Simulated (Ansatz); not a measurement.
Reaction (redistribution): `[F][Ga]([F])[I]` + `C[SiH](F)S` → `[F][GaH][I]` + `FC[SiH](F)S`

Gas-phase electronic energies from Ansatz, PBE0-D4/def2-TZVP geometries. CCSD(T)/CBS is the MP2 limit (def2-TZVPP, def2-QZVPP) plus CCSD(T) − MP2 in def2-TZVPP, frozen cores. DFT in def2-TZVPP. Elements past krypton have def2 core potentials. For Ga, I outer-core shells are correlated without core-valence functions, which leaves a few kJ/mol of doubt a bond. Scalar relativity is left out up to krypton. One conformer a species, not always the lowest.

```json
{"species": "`[F][Ga]([F])[I]`", "PBE0-D4 energy (Eh)": "-2422.05223"}
{"species": "`C[SiH](F)S`", "PBE0-D4 energy (Eh)": "-828.43563"}
{"species": "`[F][GaH][I]`", "PBE0-D4 energy (Eh)": "-2322.81025"}
{"species": "`FC[SiH](F)S`", "PBE0-D4 energy (Eh)": "-927.60818"}
```

Problem. Work out ΔE.

Solution. ΔE = (-2322.81025) + (-927.60818) − (-2422.05223) − (-828.43563) = 0.06943 Eh = +1.89 eV. CCSD(T)/CBS gives +1.99 eV.

Largest T1 diagnostic among the species: 0.013.

Leaving LDA and LC-ωPBE aside and taking each functional with its dispersion term where it has one, the values, not all of them listed here, spread over 0.19 eV, from PBE-D4 to PBE-QIDH. LDA lies −0.08 eV from PBE without D4. From BLYP to BHLYP (50 % exact exchange), in def2-TZVPP and without D4, ΔE moves by +0.08 eV.
